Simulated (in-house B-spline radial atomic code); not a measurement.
Ionisation energies along the 16-electron series, configuration [Ne] 3s2 3p4, as differences of self-consistent energies. NIST's values go from ground level to ground level; the uncertainty of those that are theory runs from under 0.1 % in few-electron ions to several per cent in heavy many-electron ones. Computed with an all-electron radial atomic-structure program (B-spline basis): non-relativistic Hartree-Fock, average of the configuration, point nuclei.

This level leaves out relativity, spin-orbit splitting included, which matters for heavy ions.

| ion | configuration after | ionisation energy (eV) | IE/(q+1)² (eV) | -ε less Coulomb ΔSCF (eV) | tabulated value (eV) | computed minus tabulated (eV) |
| --- | --- | --- | --- | --- | --- | --- |
| Mo26+ | [Ne] 3s2 3p3 | 1381.2 | 1.8947 | 0.74037 | 1385.1 | -4 |
| Tc27+ | [Ne] 3s2 3p3 | 1475.1 | 1.8815 | 0.74111 | 1479.5 | -4 |
| Ru28+ | [Ne] 3s2 3p3 | 1572.0 | 1.8692 | 0.74184 | 1577 | -5 |
| Rh29+ | [Ne] 3s2 3p3 | 1671.9 | 1.8576 | 0.74256 | 1677.6 | -6 |
| Pd30+ | [Ne] 3s2 3p3 | 1774.8 | 1.8468 | 0.74326 | 1781.3 | -7 |
| Ag31+ | [Ne] 3s2 3p3 | 1880.8 | 1.8367 | 0.74394 | 1888 | -7 |
| Cd32+ | [Ne] 3s2 3p3 | 1989.7 | 1.8271 | 0.74461 | 1998 | -8 |
| In33+ | [Ne] 3s2 3p3 | 2101.8 | 1.8181 | 0.74527 | 2111 | -9 |
| Sn34+ | [Ne] 3s2 3p3 | 2216.8 | 1.8096 | 0.7459 | 2227 | -10 |
| Sb35+ | [Ne] 3s2 3p3 | 2334.9 | 1.8016 | 0.74653 | 2349 | -14 |
| Te36+ | [Ne] 3s2 3p3 | ? | ? | ? | ? | ? |
| I37+ | [Ne] 3s2 3p3 | 2580.1 | 1.7868 | 0.74772 | 2598 | -18 |
| Xe38+ | [Ne] 3s2 3p3 | ? | ? | ? | ? | ? |
| Cs39+ | [Ne] 3s2 3p3 | 2837.4 | 1.7734 | 0.74885 | 2859 | -22 |
| Ba40+ | [Ne] 3s2 3p3 | 2970.6 | 1.7672 | 0.7494 | 2994 | -23 |
| La41+ | [Ne] 3s2 3p3 | ? | ? | ? | ? | ? |
| Ce42+ | [Ne] 3s2 3p3 | 3246.1 | 1.7556 | 0.75045 | 3274 | -28 |

**Question.** Fill in the row of Te36+.

**Answer.** ionisation energy (eV): 2456.0; IE/(q+1)² (eV): 1.794; -ε less Coulomb ΔSCF (eV): 0.74713; tabulated value (eV): 2472; computed minus tabulated (eV): -16.

**Question.** Fill in the row of Xe38+.

**Answer.** ionisation energy (eV): 2707.2; IE/(q+1)² (eV): 1.7799; -ε less Coulomb ΔSCF (eV): 0.74829; tabulated value (eV): 2726; computed minus tabulated (eV): -19.

**Question.** Fill in the row of La41+.

**Answer.** ionisation energy (eV): 3106.8; IE/(q+1)² (eV): 1.7612; -ε less Coulomb ΔSCF (eV): 0.74993; tabulated value (eV): 3133; computed minus tabulated (eV): -26.

**Question.** How far is this level of theory from the measured and semi-empirical values?

**Answer.** Over those 9 rows the differences run from -10.2 to -3.87 eV (mean absolute value 6.7 eV). The calculation leaves out relativity, correlation and, in open shells, the multiplet splittings that an average leaves out.
